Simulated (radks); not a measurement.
Q: All-electron atom: Ag3.25+ in [Kr] 4d(up 4.5, down 3.25) (fractional occupations, a model configuration). All-electron calculation, scalar-relativistic Kohn-Sham, SCAN, spin-polarised, spherical densities, finite nucleus; meta-GGA in the generalised Kohn-Sham scheme; Fermi nuclear charge, rms radius 4.5454 fm. Program: a radial shooting solver on a logarithmic mesh with Libxc functionals. Some entries of the table are withheld. Estimate them.

| orbital | occ. | eigenvalue (eV) | <1/r> (bohr^-1) |
|---|---|---|---|
| 1s up | 1 | -25423.36 | 49.43 |
| 1s down | 1 | -25423.35 | 49.43 |
| 2s up | 1 | -3796.431 | 11.25 |
| 2s down | 1 | -3796.142 | 11.25 |
| 2p up | 3 | -3406.305 | 10.85 |
| 2p down | 3 | -3406.070 | 10.85 |
| 3s up | 1 | -738.2002 | 3.958 |
| 3s down | 1 | -738.0791 | 3.957 |
| 3p up | 3 | -608.9021 | 3.764 |
| 3p down | 3 | -608.7458 | 3.763 |
| 3d up | 5 | -406.0349 | 3.531 |
| 3d down | 5 | -405.7508 | 3.530 |
| 4s up | 1 | (1) | 1.513 |
| 4s down | 1 | (2) | 1.515 |
| 4p up | 3 | -103.6554 | 1.371 |
| 4p down | 3 | -102.2594 | 1.372 |
| 4d up | 4.5 | -48.5116 | 1.077 |
| 4d down | 3.25 | -47.1744 | 1.074 |

A: 
(1) 4s up eigenvalue (eV): -141.5958
(2) 4s down eigenvalue (eV): -140.2409
